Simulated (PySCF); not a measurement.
# Electric field gradients and quadrupole coupling constants

C₄H₈OSi.
Geometry (GFN2-xTB, Å), atoms numbered from 1 in this order:
```xyz
14
C4H8OSi angstrom
Si     2.3513   -0.3852   -0.4236
O      0.7757   -0.7873   -0.3425
C     -0.3097   -0.0880    0.0582
C     -1.1445   -0.1896    1.2932
C     -1.7729   -0.2526   -0.0752
C     -1.1031    0.9858   -0.6118
H      2.8942   -0.1089    0.9078
H      2.5448    0.7979   -1.2641
H      2.8573   -1.6117   -1.0170
H     -1.0808   -1.1112    1.8572
H     -1.3017    0.6919    1.9066
H     -2.4478   -0.9493   -0.5200
H     -1.0042    1.0749   -1.6863
H     -1.2591    1.9327   -0.1047
```

Field gradients from the PBE0/pcSseg-1 density (PySCF, non-relativistic), principal values in atomic units, ordered |Vxx| ≤ |Vyy| ≤ |Vzz|:

```csv
atom,Vxx,Vyy,Vzz
O2,-0.5968,-1.1593,1.7561
```

Q: Find the asymmetry η = (Vxx − Vyy)/Vzz and the couplings χ = eQV/h (234.96 MHz × Q in barn × V in au), with Q(17O) = −0.0256 b.

A: 
```
atom         environment  nucleus     η  χzz (MHz)  χxx (MHz)  χyy (MHz)
  O2  silyl ether oxygen      17O  0.32     -10.56       3.59       6.97
```

The tensor is traceless: Vxx + Vyy + Vzz = 0.

Q: What is Vzz at O2 in SI units (1 au = 9.71736 × 10²¹ V/m²)?

A: 1.7561 au = 17.064 × 10²¹ V/m².

Q: And the gradient at the other heavy atoms, for which no coupling is worked out here?

A: 
| atom | environment | Vzz (au) | η |
| --- | --- | --- | --- |
| Si1 | oxygen-bound silicon | 0.595 | 0.16 |
| C3 | sp3 carbon bound to oxygen | 0.394 | 0.50 |
| C4 | three-membered-ring carbon | 0.149 | 0.48 |
| C5 | sp3 carbon at a ring junction | -0.229 | 0.12 |
| C6 | three-membered-ring carbon | 0.146 | 0.48 |

Q: What couplings would deuterons (Q(2H) = 0.00286 b) have in place of the hydrogens, at this geometry?

A: 
| atom | bonded to | bond length (Å) | Vzz (au) | η | χzz (kHz) |
| --- | --- | --- | --- | --- | --- |
| H7 | Si1 | 1.464 | 0.1583 | 0.03 | 106 |
| H8 | Si1 | 1.464 | 0.1585 | 0.04 | 106 |
| H9 | Si1 | 1.453 | 0.1676 | 0.02 | 113 |
| H10 | C4 | 1.082 | 0.3253 | 0.07 | 219 |
| H11 | C4 | 1.085 | 0.3180 | 0.07 | 214 |
| H12 | C5 | 1.067 | 0.3621 | 0.06 | 243 |
| H13 | C6 | 1.083 | 0.3246 | 0.07 | 218 |
| H14 | C6 | 1.085 | 0.3178 | 0.07 | 214 |

One conformer (not necessarily the lowest) at the GFN2-xTB geometry, without solvent, vibrations or thermal averaging. GFN2-xTB bond lengths can be off by several hundredths of an ångström, more for odd bonds, and the gradients follow them. With a basis this small, the couplings can be 20 % off.
